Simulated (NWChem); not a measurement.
## CAgClO

```xyz
4

Ag     0.0000     0.0000     0.0231
Cl     0.0000     0.0000    -2.2448
O      0.0000     0.0000     3.1390
C      0.0000     0.0000     1.9941
```
Charge 0, spin multiplicity 1.

All runs are NWChem calculations. Structure: optimised with PBE/def2-SVP with def2 effective core potentials on Ag, a minimum by its harmonic frequencies.

Symmetry labels belong to the abelian group C2v used in the runs, with the axes of the coordinates shown; states degenerate in a higher group split over its labels.

Effective core potentials replace the inner electrons of Ag; spin-orbit coupling is left out. B3LYP has NWChem's definition, with VWN1-RPA local correlation. The structure started from a generated list of species.

Question: List the lowest 6 singlet excitations that TD-B3LYP/def2-SVP with def2 effective core potentials on Ag, VWN1-RPA local correlation gives, with oscillator strengths.

Answer: 
```tsv
state	symmetry	energy (eV)	wavelength (nm)	f
1	a2	3.50	355	0.000
2	a1	3.55	350	0.000
3	a2	3.55	350	0.000
4	a1	4.16	298	0.151
5	b1	4.17	297	0.016
6	b2	4.17	297	0.016
```
